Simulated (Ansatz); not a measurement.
C2H7B, SMILES `CBC` (charge 0, multiplicity 1).

Method: Ansatz (a quantum-chemistry and plane-wave program) with LC-ωPBE/cc-pVTZ // B3LYP-D3(BJ)/def2-TZVP.

Ansatz 0.2 input:
```yaml
crystal:
  periodic: [false, false, false]
  atoms:
    - { symbol: C, position_ang: [-1.377543, 0.11629, 0.074957] }
    - { symbol: B, position_ang: [0.012968, -0.408055, -0.39926] }
    - { symbol: C, position_ang: [1.369738, 0.122135, 0.158861] }
    - { symbol: H, position_ang: [-2.136399, -0.666365, 0.150986] }
    - { symbol: H, position_ang: [-1.359687, 0.700852, 0.996916] }
    - { symbol: H, position_ang: [-1.737449, 0.786284, -0.721557] }
    - { symbol: H, position_ang: [0.040518, -1.264888, -1.238217] }
    - { symbol: H, position_ang: [1.735456, -0.649611, 0.854159] }
    - { symbol: H, position_ang: [2.149447, 0.210037, -0.601799] }
    - { symbol: H, position_ang: [1.30295, 1.053321, 0.724954] }
basis:
  gaussian: { orbitals: cc-pVTZ }
hamiltonian:
  xc: lc_wpbe
```

Output:

```
Functional definition: LC-wPBE
960 factors; their error is unknown
340 factors; integrals over basis functions are off by at most 2.6e-5 eV
mean field evaluation 1: about -2859.8129 eV, gradient 4.3e1 eV
mean field evaluation 2: about -2862.1590 eV, gradient 2.7e1 eV
mean field evaluation 4: about -2863.7337 eV, gradient 2.8e-1 eV
mean field evaluation 8: about -2863.7152 eV, gradient 3.8e-1 eV
mean field evaluation 16: about -2863.7154 eV, gradient 3.2e-5 eV
mean field -2863.71539028 eV, -105.2395994969 hartree, gradient 3.2e-5 eV, S^2 0.000000; 0 other end points of the search recorded, 0 dependent functions left out
reference -2863.71539029 eV, -105.2395994971 hartree; 12, 12 occupied and 176, 176 virtual orbitals, 960 factors
Total energy: -2863.71539029 eV, -105.2395994971 hartree
```
